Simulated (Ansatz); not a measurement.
The cluster PbSe₂⁻, 3 atoms. Hardware: 4 threads of Arm Neoverse V2 on a shared host.

In the def2 sets Pb takes a core potential; there is no spin–orbit coupling. Correlated methods freeze 22 core orbitals; core or outer-core shells of Pb, Se are correlated, in sets that lack core-valence functions.

Q: How many basis functions does each of these Ansatz runs have, and roughly what does it cost? PBE0-D4/def2-TZVPD, charge 0 triplet at the geometry of the charge -1 doublet, energy; PBE-QIDH/def2-TZVPD, charge -1 quartet, energy, from earlier orbitals; r2SCAN-D4/def2-TZVPD, charge -1 doublet, relaxation, 4 steps; LC-ωPBE (ω = 0.30 bohr⁻¹)/def2-TZVPD, charge -1 quartet, energy, from earlier orbitals; PBE0-D4/def2-TZVPD, charge -1 doublet, energy, from earlier orbitals; LC-ωPBE (ω = 0.10 bohr⁻¹)/def2-TZVPD, charge -1 doublet, energy, from earlier orbitals; RPA@PBE/def2-TZVPD, charge -1 doublet, energy, from earlier orbitals; PBE-D4/def2-TZVPD, charge 0 singlet at the geometry of the charge -1 doublet, energy, from earlier orbitals; PBE-D4/def2-TZVPD, charge -1 quartet, energy, from earlier orbitals; r2SCAN-D4/def2-TZVPD, charge -1 doublet, energy and forces, from earlier orbitals; LC-ωPBE (ω = 0.15 bohr⁻¹)/def2-TZVPD, charge -1 quartet, energy, from earlier orbitals; CCSD(T)/def2-SVPD, charge -1 quartet, energy, from earlier orbitals.

A: Other jobs shared the machine, so times can vary by a factor of up to 3. A dash marks memory too small to be measured apart from the calling script's.

| run | functions | fitting or Cholesky vectors | wall time | peak host memory (GiB) |
| --- | --- | --- | --- | --- |
| PBE-D4/def2-TZVPD, charge 0 singlet at the geometry of the charge -1 doublet, energy, from earlier orbitals | 170 | 1242 | 1.9 s | – |
| LC-ωPBE (ω = 0.10 bohr⁻¹)/def2-TZVPD, charge -1 doublet, energy, from earlier orbitals | 170 | 1242 | 5.5 s | – |
| PBE0-D4/def2-TZVPD, charge -1 doublet, energy, from earlier orbitals | 170 | 1275 | 6.5 s | 0.61 |
| RPA@PBE/def2-TZVPD, charge -1 doublet, energy, from earlier orbitals | 170 | 1275 | 6.5 s | – |
| r2SCAN-D4/def2-TZVPD, charge -1 doublet, energy and forces, from earlier orbitals | 170 | 1242 | 10 s | – |
| LC-ωPBE (ω = 0.15 bohr⁻¹)/def2-TZVPD, charge -1 quartet, energy, from earlier orbitals | 170 | 1242 | 12 s | – |
| LC-ωPBE (ω = 0.30 bohr⁻¹)/def2-TZVPD, charge -1 quartet, energy, from earlier orbitals | 170 | 1242 | 13 s | 0.64 |
| PBE0-D4/def2-TZVPD, charge 0 triplet at the geometry of the charge -1 doublet, energy | 170 | 1275 | 13 s | 0.78 |
| PBE-D4/def2-TZVPD, charge -1 quartet, energy, from earlier orbitals | 170 | 1242 | 16 s | – |
| PBE-QIDH/def2-TZVPD, charge -1 quartet, energy, from earlier orbitals | 170 | 1273 | 17 s | 0.73 |
| r2SCAN-D4/def2-TZVPD, charge -1 doublet, relaxation, 4 steps | 170 | 1242 | 19 s | – |
| CCSD(T)/def2-SVPD, charge -1 quartet, energy, from earlier orbitals | 114 | 1203 | 30 s | 0.9 |
